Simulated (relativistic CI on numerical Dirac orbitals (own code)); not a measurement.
## Hyperfine structure of Dy⁵¹⁺, mass number 163

Calculated at this level of theory: Dirac-Coulomb-Breit CI, orbitals from a KLI potential per configuration, a model potential for QED, unscaled Slater integrals (own radial code, finite nucleus).

Configuration list (outside the closed core [Ne]): 3s2 3p3, 3s 3p4, 3s2 3p2 3d, 3p5, 3s 3p3 3d, 3p4 3d, 3s 3p2 3d2, 3s2 3p 3d 4p, 3p4 4s, 3s 3p2 3d 4s, 3s2 3p2 4s, 3p4 4p, 3s2 3p 3d2, 3s2 3d3, 3s 3p 3d3, 3s2 3d2 4s, 3p3 3d2, 3p2 3d3, 3p2 3d2 4s, 3s2 3p 3d 4s, 3s 3p 3d2 4s, 3s2 3d 4s2, 3s 3p2 3d 4p, 3s 3p 3d2 4p, 3p2 3d2 4p, 3s 3p 3d 4s 4p. Double excitations out of closed p, d and f shells are left out; levels of such configurations are missing from the list, as are those of other unlisted configurations, and high levels can miss mixing partners.

Nuclear spin I = 5/2, μ = 0.671 μN, Q = 2.65 b (tables of Stone and Pyykkö). The electronic factors are computed for point nuclear moments, without core polarisation or the Bohr-Weisskopf and QED corrections.

```
            Level  E (10³ cm⁻¹)  A (GHz)  B (GHz)
  3s2 3p3 2D°_5/2        1649.6    90.88   -0.593
  3s2 3p3 2P°_1/2        1756.8      298         
    3s 3p4 4P_5/2        2741.9    198.5      217
    3s 3p4 2S_1/2        2960.4    807.2         
3s2 3p2 3d 4D_1/2        3169.0    109.6         
  3s2 3p3 2P°_3/2        3333.5    40.11     -783
```

Levels with J = 0, under 50 % of one LS term, or S terms without an open s electron are left out. Small factors come from cancelling terms and can be off by tens of per cent or more.

At this charge energies of transitions that change n are usually good to better than 1 %, and those within a shell (Δn = 0) to a few per cent.

Give the hyperfine levels of 3s2 3p3 2P°_1/2 relative to its centre of gravity.

With K = F(F + 1) − I(I + 1) − J(J + 1), E = AK/2: F = 2: -521.4, F = 3: 372.4 GHz.

LS names give the leading component of a level, which can be under half, so a name can repeat, a term be missing and a line seem to break the LS rules.
